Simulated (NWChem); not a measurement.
System: NiH4O2F2, triplet; SMILES [OH2]->[Ni](<-[OH2])([F])[F]

Here is an NWChem input.

```
start job
memory heap 200 mb stack 900 mb global 1100 mb
geometry units angstroms noautoz
  Ni     0.158773     0.010653     0.250590
  F     -0.447666    -1.350858     1.338245
  F      0.893046     1.672194    -0.021427
  O     -1.312877     1.018252    -0.799751
  H     -0.631809     1.741098    -0.731704
  H     -2.078831     1.309450    -0.290213
  O      0.410332    -1.675255    -0.895728
  H     -0.221483    -1.769663    -1.618787
  H     -0.003694    -2.094323    -0.092803
end
basis spherical
  * library def2-svp
end
dft
  odft
  mult 3
  xc hfexch
  iterations 150
  mulliken
end
task dft energy
```

Excerpt of the output:

```
             Northwest Computational Chemistry Package (NWChem) 7.3.0
             --------------------------------------------------------

 C1  symmetry detected

                             Geometry "geometry" -> ""
                             -------------------------

 Output coordinates in angstroms (scale by  1.889725989 to convert to a.u.)

  No.       Tag          Charge          X              Y              Z
 ---- ---------------- ---------- -------------- -------------- --------------
    1 Ni                  28.0000     0.28367972    -0.01451464     0.03342048
    2 F                    9.0000     0.62615891     1.56252878    -0.86107151
    3 F                    9.0000     0.72747511    -1.71818096     0.55728623
    4 O                    8.0000    -1.22859984    -1.17331717    -0.77553742
    5 H                    1.0000    -0.68360096    -1.88673514    -0.34541957
    6 H                    1.0000    -1.18685194    -1.32757643    -1.72715288
    7 O                    8.0000    -0.78348772     1.38570838     1.09178800
    8 H                    1.0000    -1.73898523     1.34637061     0.96374724
    9 H                    1.0000    -0.41959987     1.97609091     0.37711453

 Effective nuclear repulsion energy (a.u.)     398.7147432016

  xc_inp: hfexch multiplicative factor not found.

                                 NWChem DFT Module
                                 -----------------

 Summary of "ao basis" -> "ao basis" (spherical)
 ------------------------------------------------------------------------------
       Tag                 Description            Shells   Functions and Types
 ---------------- ------------------------------  ------  ---------------------
 Ni                         def2-svp                11       31   5s3p2d1f
 F                          def2-svp                 6       14   3s2p1d
 O                          def2-svp                 6       14   3s2p1d
 H                          def2-svp                 3        5   2s1p

            General Information
            -------------------
          SCF calculation type: DFT
          Wavefunction type:  spin polarized.
          No. of atoms     :     9
          No. of electrons :    66
           Alpha electrons :    34
            Beta electrons :    32
          Charge           :     0
          Spin multiplicity:     3
          Use of symmetry is: off; symmetry adaption is: off
          Maximum number of iterations: 150
          AO basis - number of functions:   107
                     number of shells:    47
          Convergence on energy requested:  1.00D-06
          Convergence on density requested:  1.00D-05
          Convergence on gradient requested:  5.00D-04

              XC Information
              --------------
                     Hartree-Fock (Exact) Exchange  1.000

      Superposition of Atomic Density Guess
      -------------------------------------

 Sum of atomic energies:       -1856.56301003

      Non-variational initial energy
      ------------------------------

 Total energy =   -1856.535162
 1-e energy   =   -3374.400371
 2-e energy   =    1119.150466
 HOMO         =      -0.413707
 LUMO         =      -0.402297

     ---------------------------------------------
      Total Density - Mulliken Population Analysis
     ---------------------------------------------

    Atom       Charge   Shell Charges
 -----------   ------   -------------------------------------------------------
    1 Ni  28    27.45   2.00  2.00  2.00  0.37  0.02  6.00  6.00  0.26  6.83  1.97  0.00
    2 F    9     9.68   1.99  1.15  0.81  3.51  2.21  0.00
    3 F    9     9.68   1.99  1.15  0.81  3.51  2.21  0.00
    4 O    8     8.30   1.99  1.08  0.60  2.85  1.78  0.00
    5 H    1     0.65   0.50  0.09  0.06
    6 H    1     0.65   0.52  0.08  0.06
    7 O    8     8.28   1.99  1.08  0.60  2.83  1.77  0.00
    8 H    1     0.65   0.52  0.08  0.06
    9 H    1     0.65   0.50  0.09  0.06

     --------------------------------------------
      Spin Density - Mulliken Population Analysis
     --------------------------------------------

    Atom       Charge   Shell Charges
 -----------   ------   -------------------------------------------------------
    1 Ni  28     1.19   0.00  0.00  0.00  0.01 -0.00  0.00  0.00  0.02  0.99  0.17  0.00
    2 F    9     0.11   0.00  0.00 -0.00  0.08  0.03  0.00
    3 F    9     0.11   0.00  0.00 -0.00  0.07  0.03  0.00
    4 O    8     0.28   0.00  0.00 -0.00  0.18  0.10  0.00
    5 H    1     0.00  -0.00  0.00  0.00
    6 H    1     0.01   0.00  0.00  0.00
    7 O    8     0.30   0.00  0.00 -0.00  0.19  0.11  0.00
    8 H    1     0.00   0.00  0.00  0.00
    9 H    1     0.00   0.00  0.00  0.00

   convergence    iter        energy       DeltaE   RMS-Dens  Diis-err
 ---------------- ----- ----------------- --------- --------- ---------
 d= 0,ls=0.0,diis     1  -1857.0079591163 -2.26D+03  3.80D-03  2.75D-01
                                                     6.39D-03  7.05D-01
 d= 0,ls=0.0,diis     2  -1857.2637843222 -2.56D-01  2.31D-03  5.29D-01
                                                     1.89D-03  3.33D-01
 d= 0,ls=0.0,diis     3  -1857.3875126205 -1.24D-01  8.56D-04  1.43D-02
                                                     1.52D-03  3.17D-02
 d= 0,ls=0.0,diis     4  -1857.4133808133 -2.59D-02  4.60D-04  2.63D-03
                                                     5.81D-04  3.87D-03
 d= 0,ls=0.0,diis     5  -1857.4167942137 -3.41D-03  1.31D-04  5.63D-04
                                                     2.69D-04  1.55D-03
  Resetting Diis
 d= 0,ls=0.0,diis     6  -1857.4176347490 -8.41D-04  1.24D-04  1.60D-04
                                                     2.56D-04  4.45D-04
 d= 0,ls=0.0,diis     7  -1857.4182487233 -6.14D-04  2.97D-05  2.52D-05
                                                     1.34D-04  3.05D-04
 d= 0,ls=0.0,diis     8  -1857.4185278413 -2.79D-04  2.09D-05  1.32D-05
                                                     1.68D-04  2.68D-04
 d= 0,ls=0.0,diis     9  -1857.4188480008 -3.20D-04  9.23D-05  1.21D-05
                                                     8.22D-04  2.28D-04
 d= 0,ls=0.0,diis    10  -1857.4200384865 -1.19D-03  3.98D-05  1.07D-05
                                                     4.84D-04  9.21D-05
 d= 0,ls=0.0,diis    11  -1857.4204629266 -4.24D-04  3.56D-05  3.48D-06
                                                     4.26D-04  3.64D-05
 d= 0,ls=0.0,diis    12  -1857.4206488743 -1.86D-04  1.43D-05  1.36D-06
                                                     9.82D-05  1.30D-05
 d= 0,ls=0.0,diis    13  -1857.4206761181 -2.72D-05  8.98D-06  5.49D-07
                                                     5.47D-05  7.78D-06
 d= 0,ls=0.0,diis    14  -1857.4206916145 -1.55D-05  7.43D-06  3.16D-07
                                                     8.50D-05  5.79D-06
 d= 0,ls=0.0,diis    15  -1857.4207105844 -1.90D-05  5.28D-06  1.31D-07
                                                     7.99D-05  3.22D-06
 d= 0,ls=0.0,diis    16  -1857.4207242950 -1.37D-05  3.52D-06  7.34D-08
                                                     3.94D-05  2.07D-06
 d= 0,ls=0.0,diis    17  -1857.4207300200 -5.73D-06  3.14D-06  4.65D-08
                                                     3.11D-05  1.80D-06
 d= 0,ls=0.0,diis    18  -1857.4207346155 -4.60D-06  2.34D-06  1.66D-08
                                                     4.63D-05  1.63D-06
 d= 0,ls=0.0,diis    19  -1857.4207413270 -6.71D-06  4.92D-06  2.05D-08
                                                     1.47D-04  1.40D-06
 d= 0,ls=0.0,diis    20  -1857.4207592111 -1.79D-05  5.40D-06  2.90D-08
                                                     1.72D-04  8.25D-07
 d= 0,ls=0.0,diis    21  -1857.4207732412 -1.40D-05  2.22D-06  2.41D-08
                                                     6.16D-05  4.57D-07
 d= 0,ls=0.0,diis    22  -1857.4207766200 -3.38D-06  2.30D-06  1.57D-08
                                                     5.64D-05  3.30D-07
 d= 0,ls=0.0,diis    23  -1857.4207790916 -2.47D-06  1.50D-06  9.99D-09
                                                     3.78D-05  2.43D-07
 d= 0,ls=0.0,diis    24  -1857.4207805142 -1.42D-06  2.31D-06  7.35D-09
                                                     5.22D-05  1.73D-07
 d= 0,ls=0.0,diis    25  -1857.4207820368 -1.52D-06  1.39D-06  1.01D-08
                                                     3.21D-05  8.17D-08
 d= 0,ls=0.0,diis    26  -1857.4207826550 -6.18D-07  9.70D-07  2.64D-09
                                                     1.67D-05  4.75D-08
 d= 0,ls=0.0,diis    27  -1857.4207828724 -2.17D-07  5.12D-07  9.25D-10
                                                     6.40D-06  3.46D-08

         Total DFT energy =    -1857.420782872372
      One electron energy =    -3379.929488564845
           Coulomb energy =     1223.887679712825
    Exchange-Corr. energy =     -100.093717221911
 Nuclear repulsion energy =      398.714743201559

 Numeric. integr. density =        0.000000000000

                    DFT Final Alpha Molecular Orbital Analysis
                    ------------------------------------------

 Vector   32  Occ=1.000000D+00  E=-5.282724D-01
              MO Center=  2.4D-01,  1.1D-01, -1.8D-01, r^2= 4.0D+00
   Bfn.  Coefficient  Atom+Function         Bfn.  Coefficient  Atom+Function
  ----- ------------  ---------------      ----- ------------  ---------------
    49     -0.297041  3 F  px                35      0.294635  2 F  px
    63      0.239972  4 O  px                52      0.235485  3 F  px
    38     -0.232482  2 F  px                37     -0.230240  2 F  pz
    51     -0.210520  3 F  pz                89      0.206978  7 O  pz
    36     -0.196973  2 F  py                66      0.188836  4 O  px

[...]
```

Level: UHF/def2-SVP. The geometry was optimised at PBE0/def2-SVP, spin-unrestricted. No frequency run checked for a minimum. The spin multiplicity was typed, not searched, and may not be the lowest. No stability test was run on the SCF state.
